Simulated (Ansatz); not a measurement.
Ga₄N₄H₁₄⁺, a cluster cut from wurtzite GaN (hydrogen-capped). The state is a doublet with charge 1. Geometry r2SCAN-D4/def2-SVP, that of the neutral singlet; atoms count from 1.

```xyz
22

Ga   -1.345    1.657    0.074
N    -0.240    1.017    1.677
Ga   -1.388   -1.621    0.088
N    -1.177    0.011   -1.000
N     0.563   -1.760    0.701
Ga    1.344   -0.013    1.142
Ga    0.472   -0.015   -2.083
N     1.724    0.723   -0.638
H    -2.814    1.895    0.566
H    -0.453    2.824   -0.511
H    -0.858    0.434    2.251
H     0.004    1.818    2.265
H    -2.150   -1.321    1.440
H    -1.707   -2.880   -0.790
H    -1.959    0.018   -1.665
H     0.630   -2.418    1.481
H     1.087   -2.192   -0.067
H     2.533   -0.024    2.153
H     0.426    1.023   -3.256
H     1.011   -1.488   -2.282
H     1.601    1.741   -0.628
H     2.696    0.569   -0.917
```

Question: Estimate the Mulliken populations from the PBE0/def2-TZVP orbitals of Ansatz.

Answer: 
```json
{"atom": "Ga1", "charge (e)": "0.26", "spin (α − β)": "0.04"}
{"atom": "N2", "charge (e)": "-0.57", "spin (α − β)": "0.00"}
{"atom": "Ga3", "charge (e)": "0.26", "spin (α − β)": "0.04"}
{"atom": "N4", "charge (e)": "-0.49", "spin (α − β)": "-0.01"}
{"atom": "N5", "charge (e)": "-0.57", "spin (α − β)": "0.00"}
{"atom": "Ga6", "charge (e)": "0.38", "spin (α − β)": "0.00"}
{"atom": "Ga7", "charge (e)": "0.26", "spin (α − β)": "0.04"}
{"atom": "N8", "charge (e)": "-0.57", "spin (α − β)": "0.00"}
{"atom": "H9", "charge (e)": "0.03", "spin (α − β)": "0.15"}
{"atom": "H10", "charge (e)": "-0.01", "spin (α − β)": "0.13"}
{"atom": "H11", "charge (e)": "0.28", "spin (α − β)": "0.00"}
{"atom": "H12", "charge (e)": "0.29", "spin (α − β)": "0.00"}
{"atom": "H13", "charge (e)": "-0.01", "spin (α − β)": "0.13"}
{"atom": "H14", "charge (e)": "0.03", "spin (α − β)": "0.15"}
{"atom": "H15", "charge (e)": "0.26", "spin (α − β)": "0.00"}
{"atom": "H16", "charge (e)": "0.29", "spin (α − β)": "0.00"}
{"atom": "H17", "charge (e)": "0.28", "spin (α − β)": "0.00"}
{"atom": "H18", "charge (e)": "0.01", "spin (α − β)": "0.03"}
{"atom": "H19", "charge (e)": "0.03", "spin (α − β)": "0.15"}
{"atom": "H20", "charge (e)": "-0.01", "spin (α − β)": "0.13"}
{"atom": "H21", "charge (e)": "0.28", "spin (α − β)": "0.00"}
{"atom": "H22", "charge (e)": "0.29", "spin (α − β)": "0.00"}
```
Mulliken values depend strongly on the basis.

Question: Where does the spin sit?

Answer: Summed by element: Ga 0.13, N 0.00, H 0.87, of 1 unpaired in all. Largest on single atoms: H9 0.15, H14 0.15, H19 0.15.

Question: And the Mayer bond orders between heavy atoms (over 0.3)?

Answer: Ga1–N2 0.63 (2.05 Å); Ga1–N4 0.75 (1.97 Å); N2–Ga6 0.74 (1.96 Å); Ga3–N4 0.75 (1.97 Å); Ga3–N5 0.63 (2.05 Å); N4–Ga7 0.75 (1.97 Å); N5–Ga6 0.74 (1.96 Å); Ga6–N8 0.74 (1.96 Å); Ga7–N8 0.63 (2.05 Å).
